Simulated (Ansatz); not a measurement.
The same ligand exchange along the group F, Cl, Br.

Isolated molecules relaxed with PBE0-D4/def2-TZVP in Ansatz; ΔE leaves out vibrations. CBS: MP2 limit from def2 TZ/QZ plus the TZ coupled-cluster correction, frozen cores. This one scheme is used for every species. Functionals use def2-TZVPP. B3LYP here is the variant with VWN-RPA as its local correlation; programs differ in this. For Br, Ga outer-core shells are correlated without core-valence functions, which leaves a few kJ/mol of doubt a bond. Scalar relativity is left out up to krypton. Each species was taken in one conformer, which may not be the lowest.

```tsv
reaction	CCSD(T)/CBS(def2) (eV)
`C[O][Ga]([OH])[F]` + H₂S → `C[O][Ga]([F])[SH]` + H₂O	-0.43
`C[O][Ga]([OH])[Cl]` + H₂S → `C[O][Ga]([SH])[Cl]` + H₂O	-0.42
`C[O][Ga]([OH])[Br]` + H₂S → `C[O][Ga]([SH])[Br]` + H₂O	?
```

(1) Fill in the missing values. (Best estimate.)

Largest T1 diagnostic: 0.014, for `C[O][Ga]([OH])[F]`.

## Answers

(1) The calculation gave: `C[O][Ga]([OH])[Br]` + H₂S → `C[O][Ga]([SH])[Br]` + H₂O: -0.42 eV.
